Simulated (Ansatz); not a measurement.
A structure relaxed at PBE-D4/def2-SVP in Ansatz, charge 0, singlet:

Cartesian coordinates in Å:
```
C -9.880 -0.642 -4.850
Si -8.347 -0.805 -5.945
C -8.319 -2.494 -6.796
C -8.305 0.580 -7.233
C -6.846 -0.660 -4.877
C -5.842 -0.562 -4.162
C -4.685 -0.451 -3.338
C -4.802 -0.184 -1.950
C -3.665 -0.077 -1.147
C -2.365 -0.228 -1.685
C -1.163 -0.113 -0.829
C -1.182 -0.526 0.523
C -0.047 -0.419 1.330
C 1.164 0.111 0.828
C 2.366 0.227 1.685
C 3.289 1.286 1.511
C 4.423 1.401 2.316
C 4.686 0.451 3.337
C 5.842 0.563 4.162
C 6.846 0.659 4.877
Si 8.346 0.805 5.947
C 9.792 -0.051 5.079
C 7.985 -0.030 7.604
C 8.725 2.641 6.199
C 3.764 -0.613 3.515
C 2.632 -0.717 2.705
C 1.182 0.526 -0.523
C 0.049 0.415 -1.332
C -2.254 -0.495 -3.071
C -3.384 -0.606 -3.883
H -10.804 -0.723 -5.460
H -9.904 -1.438 -4.079
H -9.895 0.338 -4.331
H -9.208 -2.614 -7.449
H -7.412 -2.607 -7.423
H -8.324 -3.314 -6.051
H -7.399 0.506 -7.867
H -9.195 0.522 -7.895
H -8.301 1.576 -6.746
H -5.803 -0.052 -1.513
H -3.784 0.158 -0.078
H -2.102 -0.958 0.945
H -0.105 -0.735 2.383
H 3.097 2.052 0.745
H 5.123 2.237 2.172
H 10.712 0.019 5.695
H 9.572 -1.124 4.906
H 9.999 0.417 4.095
H 8.867 0.038 8.275
H 7.741 -1.103 7.464
H 7.127 0.452 8.114
H 9.624 2.768 6.838
H 7.877 3.158 6.691
H 8.917 3.144 5.230
H 3.958 -1.363 4.295
H 1.948 -1.567 2.848
H 2.112 0.927 -0.954
H 0.096 0.763 -2.375
H -1.259 -0.645 -3.516
H -3.277 -0.823 -4.955
```

Problem. Give its formula, name or SMILES.

Solution. `C[Si](C)(C)C#Cc1ccc(-c2ccc(-c3ccc(C#C[Si](C)(C)C)cc3)cc2)cc1`.

Problem. Summarise the bond lengths by kind (pairs closer than 1.2 times the sum of covalent radii, bridged metal pairs left out).

Solution. 24 × C–C 1.24 to 1.48 Å; 8 × C–Si 1.85 to 1.89 Å; 30 × C–H 1.10 to 1.11 Å.

Single mean-field runs in def2-SVP are fitted with def2-universal-jkfit.
